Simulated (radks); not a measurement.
Species: Si IV. Configuration: [He] 2s2 2p5 3s1 3d1 (not the ground configuration).

All-electron calculation, scalar-relativistic Kohn-Sham, exchange-only PBE, spin-polarised, spherical densities, finite nucleus; open shells are filled with parallel spins first; Fermi nuclear charge, rms radius 3.1224 fm. Program: a radial shooting solver on a logarithmic mesh with Libxc functionals.

Energy parts (eV):
| part | energy |
|---|---|
| total | -7699.894 |
| kinetic | 7731.049 |
| electron-nucleus | -17825.296 |
| Hartree | 2899.127 |
| exchange | -504.773 |

Orbitals (lengths in bohr, moments of r in powers of bohr; r(max) is where P^2 peaks):
orbital  occ.  eigenvalue (eV)    <r^2>   r(max)     <r>
1s up       1        -1857.793  0.01666  0.07261  0.1113
1s down     1        -1855.881  0.01663  0.07258  0.1112
2s up       1        -198.0903   0.3605   0.4463  0.5505
2s down     1        -194.0507   0.3623   0.4476  0.5520
2p up       3        -155.7686   0.3247   0.3761  0.5099
2p down     2        -151.4016   0.3274   0.3778  0.5121
3s up       1         -46.0222    3.344    1.525   1.713
3p up       0         -36.6529    3.966    1.631   1.855
3d up       1         -24.0200    5.307    1.768   2.127
4s up       0         -18.3362    15.91    3.627   3.764

The highest occupied level is 3d up at -24.020 eV. The configuration is held as typed, so some empty levels lie below it. Summed over all electrons, <r^2> = 11.04 bohr^2, which gives a Langevin (diamagnetic) susceptibility term of -8.74 x 10^-6 cm^3/mol. The density falls to 0.001 e/bohr^3 at r = 3.45 bohr. The spin density at the nucleus is 8.523 e/bohr^3 (1s -0.964, 2s 0.694, 3s 8.794). Spin moment in Bohr magnetons: 3. The electron density at the nucleus is 1923 e/bohr^3 (large components only).
